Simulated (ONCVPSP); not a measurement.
**Lu: one change to an ONCV potential, before and after**

```
Element                 : Lu
Generator               : ONCVPSP 4.0.1
Type                    : optimised norm-conserving Vanderbilt (ONCV)
Functional              : revPBE
Relativity              : scalar-relativistic
Frozen core             : [Kr] 4d10
Valence charge          : 25
Reference configuration : 4f14 5s2 5p6 5d1 6s1 (charge +1)
Partial waves           : 5s+6s: rc 2.15 bohr, ncon 3, nbas 8, qcut 4.6 1/bohr, 2 projectors; 5p: rc 1.30 bohr, ncon 4, nbas 7, qcut 5.8 1/bohr, 3 projectors, debl 2.6 Ha; 5d: rc 2.85 bohr, ncon 4, nbas 9, qcut 6.3 1/bohr, 2 projectors, debl 2.9 Ha; 4f: rc 0.95 bohr, ncon 4, nbas 8, qcut 21.7 1/bohr, 1 projector
Local potential         : polynomial inside 0.85 bohr (lpopt 5, dvloc0 0 Ha)
Core correction         : Teter function, fcfact 5.25, rcfact 1.5
```

All-electron outer shells of the reference configuration (revPBE, scalar-relativistic, ld1.x):

```csv
shell,level (eV),outermost node (bohr),outermost maximum (bohr)
4d,-198.60,0.23,0.48
5s,-67.74,0.57,1.04
5p,-38.34,0.61,1.19
4f,-16.28,–,0.47
6s,-10.09,1.41,2.93
5d,-7.78,0.68,1.78
```

Change: local potential polynomial inside 0.85 bohr (lpopt 5, dvloc0 5.5 Ha).

Cutoffs: the cutoffs (Ha) at which the residual kinetic energy of the hardest occupied pseudo-wave falls to 1 and 0.1 mHa per electron; they do not see the model core or the augmentation charge, which bear on the density cutoff. Errors are all-electron minus pseudo energies relative to the spin-unpolarised reference configuration.

How do hardness, ghosts and transferability respond?

The potential gets neither clearly harder nor softer (172 Ha and 191 Ha → 172 Ha and 191 Ha); the bound ghosts move from s to p, s; of the 4 tests that both files solve, the error grows in 1 and shrinks in 0 by more than 15 % and 0.3 meV (median size 1.0 → 1.3 meV). In the separable form a ghost depends on how the local part lies against the semilocal potential of the channel, so the choice of the local part can create or remove one.

```csv
quantity,base,changed
"cutoff, loose",172 Ha,172 Ha
"cutoff, tight",191 Ha,191 Ha
bound ghosts,s,"s, p"
GHOST(+) flags under 300 eV,p at 226.2 eV,p at 280.4 eV
"error for 4f14 5s2 5p6 5d1 6s2, meV [ΔE -7.29 eV]",+0.9,+0.8
"error for 4f14 5s2 5p6 5d1 6s0, meV [ΔE 13.13 eV]",-4.8,-4.9
"error for 4f14 5s2 5p6 5d0 6s0, meV [ΔE 32.98 eV]",-1.2,-1.9
"error for 4f14 5s2 5p6 5d1.5 6s1.5, meV [ΔE -5.81 eV]",-0.2,-0.3
s: phases at 2.19 bohr within 0.05 rad from the reference energy up to (Ha; the scan ends near 5),3.5,3.9
p: phases at 1.32 bohr within 0.05 rad from the reference energy up to (Ha; the scan ends near 5),to the end of the scan,to the end of the scan
d: phases at 2.90 bohr within 0.05 rad from the reference energy up to (Ha; the scan ends near 5),4.2,4.2
f: phases at 0.96 bohr within 0.05 rad from the reference energy up to (Ha; the scan ends near 5),3.7,3.4
"rms error of d²Exc/dni dnj with the model core, mHa",2.71,2.71
```

 A true bound ghost makes a file unfit for plane-wave use even where its test errors are small: the radial tests pick states by their node count and pass the ghost by.
